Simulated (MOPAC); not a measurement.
A run for MOPAC: PM6 on SiMo, 2S+1 = 5, a spin state set in the input, which need not be the lowest, a point of a bond scan (R = 2.496 Å).

```
PM6 1SCF PRECISE CHARGE=0 UHF MS=2 THREADS=1
MoSi

Mo     0.00000000 1     0.00000000 1     0.00000000 1
Si     0.00000000 1     0.00000000 1     2.49590900 1
```

It printed:

```
*******************************************************************************
 **                                                                           **
 **                              MOPAC v23.2.5                                **
 **                                                                           **
 *******************************************************************************
 ** MOPAC's Digital Object Identifier: https://doi.org/10.5281/zenodo.6511958 **
 **                                                                           **
 ** Please cite the open-source release paper for use of this MOPAC version:  **
 ** J. E. Moussa and J. J. P. Stewart (2026)                                  **
 ** MOPAC: An open-source semiempirical molecular orbital program             **
 ** J. Open Source Softw., 11(119), 8025, https://doi.org/10.21105/joss.08025 **
 *******************************************************************************

                              PM6 CALCULATION RESULTS

 *******************************************************************************
 *  PM6        - The PM6 Hamiltonian to be used
 *  UHF        - UNRESTRICTED HARTREE-FOCK CALCULATION
 *
 *
 *
 *                 CHARGE ON SYSTEM = 0
 *
 *
 *
 *  MS=        - IN MECI, MAGNETIC COMPONENT OF SPIN =  2.0
 *  PRECISE    - TIGHTER CRITERIA TO BE USED
 *  1SCF       - DO 1 SCF AND THEN STOP
 *  THREADS=1  - MULTI-THREADING NOT USED
 *  T=         - A TIME OF 172800.0 SECONDS REQUESTED
 *  DUMP=N     - RESTART FILE WRITTEN EVERY 7200.0 SECONDS REQUESTED
 *******************************************************************************
PM6 1SCF PRECISE CHARGE=0 UHF MS=2 THREADS=1
 MoSi

   ATOM   CHEMICAL          X               Y               Z
  NUMBER   SYMBOL      (ANGSTROMS)     (ANGSTROMS)     (ANGSTROMS)

     1      Mo          0.00000000  *   0.00000000  *   0.00000000  *
     2      Si          0.00000000  *   0.00000000  *   2.49590900  *



          CARTESIAN COORDINATES

    NO.       ATOM           X           Y           Z

     1        Mo          0.0000      0.0000      0.0000
     2        Si          0.0000      0.0000      2.4959

 General Reference for PM6:
 "Optimization of Parameters for Semiempirical Methods V: Modification of NDDO Approximations
 and Application to 70 Elements", J. J. P. Stewart, J. Mol. Mod., 13, 1173-1213 (2007)
 URL: https://link.springer.com/article/10.1007/s00894-007-0233-4

           Empirical Formula: Mo Si  =     2 atoms



      MOLECULAR POINT GROUP   :   C*v


          UHF CALCULATION, NO. OF ALPHA ELECTRONS =    7
                           NO. OF BETA  ELECTRONS =    3

 -------------------------------------------------------------------------------
 PM6 1SCF PRECISE CHARGE=0 UHF MS=2 THREADS=1
 MoSi



     1SCF WAS SPECIFIED, SO BFGS WAS NOT USED
     SCF FIELD WAS ACHIEVED


                              PM6 CALCULATION
                                                       MOPAC v23.2.5 Linux




          FINAL HEAT OF FORMATION =        261.35817 KCAL/MOL =    1093.52259 KJ/MOL


          COSMO AREA              =        118.21 SQUARE ANGSTROMS
          COSMO VOLUME            =        112.93 CUBIC ANGSTROMS

          IONIZATION POTENTIAL    =          5.589213 EV
          ALPHA SOMO LUMO (EV)    =         -5.589 -0.615
          BETA  SOMO LUMO (EV)    =         -6.724 -1.415
          NO. OF ALPHA ELECTRONS  =          7
          NO. OF BETA  ELECTRONS  =          3
          MOLECULAR WEIGHT        =        124.0255         POINT GROUP:  C*v

          MOLECULAR DIMENSIONS (Angstroms)

            Atom       Atom       Distance
           Si     2   Mo     1     2.49591
           Si     2   Mo     1     0.00000
           Mo     1   Si     2     0.00000


          SCF CALCULATIONS        =          1





   ATOM   CHEMICAL          X               Y               Z
  NUMBER   SYMBOL      (ANGSTROMS)     (ANGSTROMS)     (ANGSTROMS)

     1      Mo          0.00000000  *   0.00000000  *   0.00000000  *
     2      Si          0.00000000  *   0.00000000  *   2.49590900  *

                             CARTESIAN COORDINATES

   1   Mo        0.000000000     0.000000000     0.000000000
   2   Si        0.000000000     0.000000000     2.495909000


           Empirical Formula: Mo Si  =     2 atoms



      MOLECULAR POINT GROUP   :   C*v


          ALPHA EIGENVALUES
 -14.22769 -10.48984 -10.48984 -10.21867 -10.21867  -9.64442  -5.58921  -0.61479
  -0.61479   1.95883   2.61304   2.61304   3.14686   3.92343   3.92343   3.95565
   3.95825   3.95825


           BETA EIGENVALUES
 -14.14753  -6.72444  -6.72444  -1.41537   1.11173   1.11173   2.03641   2.47968
   2.47968   2.96397   3.61770   3.61770   4.33385   4.33385   4.57281   4.83539
   5.66108   5.66108


              NET ATOMIC CHARGES AND DIPOLE CONTRIBUTIONS

  ATOM NO.   TYPE          CHARGE      No. of ELECS.   s-Pop       p-Pop       d-Pop
    1         Mo           0.583096        5.4169     0.30248     0.03758     5.07684
    2         Si          -0.583096        4.5831     1.85026     2.63247     0.10036
 DIPOLE           X         Y         Z       TOTAL
 POINT-CHG.     0.000     0.000    -6.990     6.990
 HYBRID         0.000     0.000     2.286     2.286
 SUM            0.000     0.000    -4.704     4.704


          ATOMIC ORBITAL ELECTRON POPULATIONS

     Atom    s        px        py        pz      x^2-y^2     xz        z^2       yz        xy
    1 Mo   0.30248   0.01140   0.01140   0.01478   0.99915   1.09292   0.89270   1.09292   0.99915
    2 Si   1.85026   0.85464   0.85464   0.92320   0.00085   0.04104   0.01658   0.04104   0.00085


                    (SZ)    =    2.000000
                    (S**2)  =    6.951608


          ATOMIC ORBITAL SPIN POPULATIONS

    Atom   Total    s     px     py     pz   x^2-y^2  xz     z^2    yz     xy
         Atomic
    1 Mo  4.3956  0.261 -0.003 -0.003  0.010  0.999  0.672  0.790  0.672  0.999
    2 Si -0.3956  0.017 -0.665 -0.665  0.907  0.001 -0.003  0.016 -0.003  0.001

 **********************
 *                    *
 * JOB ENDED NORMALLY *
 *                    *
 **********************




 == MOPAC DONE ==
```

The run finished. Its determinant has ⟨S²⟩ = 6.95, a mixture of spin states.

Cost: roughly 0.04 core-seconds.
